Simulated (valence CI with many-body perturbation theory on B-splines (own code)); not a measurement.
Values are calculated unless marked as measured or tabulated.
# Run record, Xe39+

Method: relativistic CI+MBPT: five valence electrons over a frozen Dirac-Fock core [Ne], a basis of 11 s, 11 p, 10 d, 8 f, 5 g, 2 h functions for each j, with the one-electron correlation potential Σ1 (screened to all orders), the two-electron term Σ2, the three-electron term Σ3, Breit, model QED; selected single and double excitations, second order for the rest, scaled by the run's own slope (own B-spline code, finite nucleus).

Command, and the settings that its task file holds:

```sh
python run_cv.py task.json out
```

```
atom Xe  Z=54  mass_number=132  rms_radius_fm=4.7859
core [Ne]
valence 3s2 3p3
avg = 1
basis = M
breit = 1
cap = 32000
capref = 2000
cscale = 1
de = 0.0
dress = 0
eps = 2e-08
extrap = 1
h = 0.27
hh = 1
l2 = 3
lcore = 6
maxit = 60
n2 = 5
natural = 1
nlev = 150
nno = [5, 5, 5, 4, 2, 1]
nroot = 36
nsp = [6, 6, 5, 4, 3, 1]
pt2 = 1
qed = 1
rpa = 1
s1 = 1
s2 = 1
s3 = 1
screen = 1
tol = 2e-05
whole = 1
```

It took 2.5 min on 1 thread of Intel(R) Xeon(R) 6975P-C (Granite Rapids), with other jobs on the host.

Log. The first blocks belong to the next ion, which gives the ionisation energy. Fields: 2J, parity (1 odd), roots, reference size, generating configurations, candidates as configurations/state functions, variational space P, stored matrix elements, Davidson steps; e2 is the range of second-order energies in hartree. The first line gives the box (bohr), its intervals, the orbitals and the steps of their self-consistent field. Window is the range of levels sought, series limit the energy at which the first omitted orbital would enter, core excitation an estimate of the first excitation out of the core, left out the lowest levels not solved, and shifts from estimates the range by which levels moved from their first estimate, all in cm⁻¹.

```
rmax 4.7 intervals 59 orbitals 83 references ['3s2 3p3', '3s 3p4', '3s2 3p2 3d', '3p5', '3s 3p3 3d'] scf 4 t 0.7
2J=0 par=0 roots 2 ref 24 generators 8 cand 2257/3172 P 2277/3196 nnz 1.3e+06 it 5
2J=0 par=0 roots 2 ref 24 generators 9 cand 3852/6065 P 6129/9261 nnz 6.3e+06 it 5
   second order: generators 17 cand 22037/41385 e2 -0.00005 -0.00004
reference levels 1276, estimated 457, window 4212136 1/cm; series limit 19099596, core excitation 33737537
2J=3 par=1 roots 33 ref 145 generators 33 cand 756/3215 P 1438/6355 nnz 4.4e+06 it 8
2J=3 par=1 roots 33 ref 145 generators 34 cand 4183/25614 P 5621/31969 nnz 6.7e+07 it 9
   second order: generators 59 cand 91142/1357155 e2 -0.01406 -0.00577
2J=5 par=1 roots 31 ref 153 generators 28 cand 660/3495 P 1198/6383 nnz 5.3e+06 it 10
2J=5 par=1 roots 31 ref 153 generators 32 cand 3661/25616 P 4859/31999 nnz 7.2e+07 it 10
   second order: generators 56 cand 88687/1684029 e2 -0.01627 -0.00958
2J=1 par=1 roots 21 ref 88 generators 30 cand 1136/3773 P 1975/6357 nnz 3.8e+06 it 10
2J=1 par=1 roots 21 ref 88 generators 33 cand 6182/25534 P 8157/31891 nnz 5.4e+07 it 9
   second order: generators 55 cand 85516/748532 e2 -0.00799 -0.00417
2J=3 par=0 roots 17 ref 135 generators 28 cand 579/1995 P 1484/7017 nnz 5.3e+06 it 9
2J=3 par=0 roots 17 ref 135 generators 37 cand 4184/24704 P 5668/31721 nnz 6.5e+07 it 10
   second order: generators 54 cand 85216/1261968 e2 -0.01948 -0.00597
2J=5 par=0 roots 16 ref 147 generators 24 cand 570/2013 P 1378/7186 nnz 6.1e+06 it 9
2J=5 par=0 roots 16 ref 147 generators 33 cand 3802/24637 P 5180/31823 nnz 7e+07 it 11
   second order: generators 51 cand 88419/1655418 e2 -0.02161 -0.00709
2J=1 par=0 roots 12 ref 84 generators 24 cand 1258/3322 P 2100/6399 nnz 3.9e+06 it 9
2J=1 par=0 roots 12 ref 84 generators 32 cand 6198/25552 P 8298/31951 nnz 5.6e+07 it 10
   second order: generators 48 cand 71235/585987 e2 -0.01143 -0.00217
2J=7 par=0 roots 10 ref 118 generators 20 cand 710/2498 P 1289/6393 nnz 5.1e+06 it 11
2J=7 par=0 roots 10 ref 118 generators 29 cand 3713/25219 P 5002/31612 nnz 6.9e+07 it 10
   second order: generators 46 cand 84670/1688234 e2 -0.01940 -0.00752
2J=9 par=0 roots 5 ref 80 generators 12 cand 1078/3939 P 1554/6460 nnz 4.9e+06 it 8
2J=9 par=0 roots 5 ref 80 generators 22 cand 3901/25306 P 5455/31766 nnz 7.3e+07 it 10
   second order: generators 36 cand 78419/1492693 e2 -0.01326 -0.00669
2J=7 par=1 roots 23 ref 129 generators 25 cand 769/3729 P 1244/6344 nnz 5.3e+06 it 9
2J=7 par=1 roots 23 ref 129 generators 28 cand 3780/25652 P 5024/31996 nnz 7.2e+07 it 9
   second order: generators 53 cand 86182/1806623 e2 -0.01492 -0.00859
2J=9 par=1 roots 12 ref 83 generators 20 cand 1030/3801 P 1564/6290 nnz 4.7e+06 it 8
2J=9 par=1 roots 12 ref 83 generators 23 cand 4129/25451 P 5693/31741 nnz 6.7e+07 it 8
   second order: generators 42 cand 79604/1634714 e2 -0.02848 -0.00714
2J=11 par=1 roots 4 ref 43 generators 12 cand 1363/4127 P 2052/6578 nnz 4.4e+06 it 5
2J=11 par=1 roots 4 ref 43 generators 17 cand 4472/25659 P 6524/32237 nnz 6.4e+07 it 10
   second order: generators 29 cand 71968/1376243 e2 -0.01576 -0.00668
2J=11 par=0 roots 1 ref 37 generators 4 cand 777/3998 P 1364/6431 nnz 4.7e+06 it 5
2J=11 par=0 roots 1 ref 37 generators 5 cand 3618/26346 P 4982/32777 nnz 8.2e+07 it 6
   second order: generators 8 cand 25906/388064 e2 -0.00464 -0.00464
left out: unestimated 6058700, estimated 4468581, shifts from estimates -200 to 560
operators 0.7
```

The Davidson iterations converged.

No measured spectrum was set against this ion. As an estimate, large intervals hold to a few tenths of a per cent, small ones and those within an open d or f shell to about a per cent. Among the levels kept, up to 4700 cm⁻¹ of a level comes from second order outside the variational space, and about a tenth of that is noise between levels of different J, which matters for small intervals.

| Item | Value |
| --- | --- |
| Valence energy | -567.4314 hartree |
| Ionisation energy | 2812.9 eV (NIST: 2811 ± 4 eV (theoretical)) |
| Reference configurations for the orbitals | 3s2 3p3, 3s 3p4, 3s2 3p2 3d, 3p5, 3s 3p3 3d |
| Radial orbitals | 83 |
| Box radius | 4.711 bohr |
| Largest variational space | 32777 |
| Lowest levels | (3s^2 3p1/2^2 3p3/2) J=3/2 0, (3s^2 3p1/2 3p3/2^2) J=3/2 573440, (3s^2 3p1/2 3p3/2^2) J=5/2 639290, (3s^2 3p1/2 3p3/2^2) J=1/2 720420, (3s^2 3p1/2^2 3d3/2) J=3/2 1223200, (3s^2 3p3/2^3) J=3/2 1302800, (3s 3p1/2^2 3p3/2^2) J=5/2 1361600, (3s^2 3p1/2^2 3d5/2) J=5/2 1502200, (3s 3p1/2^2 3p3/2^2) J=1/2 1597500, (3s 3p1/2^2 3p3/2^2) J=3/2 1606100, (3s^2 3p1/2 3p3/2 3d3/2) J=5/2 [a] 1794400, (3s^2 3p1/2 3p3/2 3d3/2) J=3/2 [a] 1801000, (3s^2 3p1/2 3p3/2 3d3/2) J=1/2 [a] 1806200, (3s^2 3p1/2 3p3/2 3d3/2) J=7/2 1856900 cm⁻¹ |

Levels are named by their leading jj configuration (3d3/2^4 stands for four electrons in 3d with j = 3/2), which in mixed levels can hold well under half, so a name can repeat and another be missing. Letters in brackets count levels of one name in rising energy.
